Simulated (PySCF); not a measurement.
CH₃Cl₂InO, SMILES C[O][In]([Cl])[Cl].

The structure is a stationary point at r2SCAN-D4/def2-SVP. The structure was generated by enumeration; whether it is a known compound was not checked. The def2 effective core potentials stand for the cores of In; spin–orbit coupling is left out. One conformer was computed; it need not be the lowest.

Calculation: PySCF with r2SCAN-D4/def2-SVP.

Frequencies are harmonic and unscaled.

Question: Give all harmonic wavenumbers and intensities. (An estimate is asked for; the answer gives what the named calculation found.)

Answer: 
```csv
mode,ν (cm⁻¹),IR (km/mol),Raman (Å⁴/amu),depolarisation,moving atoms (share of kinetic energy)
1,29,2.6,0.6,0.75,"H 73 %, O 18 %"
2,70,4.3,2.9,0.74,"C 33 %, Cl 30 %, H 14 %, In 14 %, O 8 %"
3,74,0.8,0.5,0.75,"H 27 %, Cl 24 %, In 24 %, C 23 %"
4,88,9.2,2.5,0.73,"Cl 77 %, In 18 %"
5,115,20.3,0.3,0.70,"O 42 %, In 22 %, H 20 %, Cl 15 %"
6,241,15.0,5.1,0.25,"C 35 %, O 34 %, H 19 %"
7,351,14.3,23.0,0.10,"Cl 87 %, In 9 %"
8,394,63.9,5.7,0.64,"Cl 69 %, In 31 %"
9,551,45.3,23.1,0.21,"O 67 %, In 16 %, C 10 %"
10,1085,190.2,30.3,0.34,"O 49 %, C 45 %"
11,1160,2.1,1.6,0.51,"H 78 %, C 18 %"
12,1185,0.8,4.6,0.14,"H 71 %, C 19 %, O 9 %"
13,1461,14.6,20.2,0.66,H 93 %
14,1467,25.1,15.3,0.72,H 93 %
15,1474,4.7,21.5,0.74,H 96 %
16,2979,97.8,220.0,0.04,H 98 %
17,3066,31.8,100.9,0.56,"H 90 %, C 10 %"
18,3082,26.9,202.1,0.63,"H 90 %, C 10 %"
```
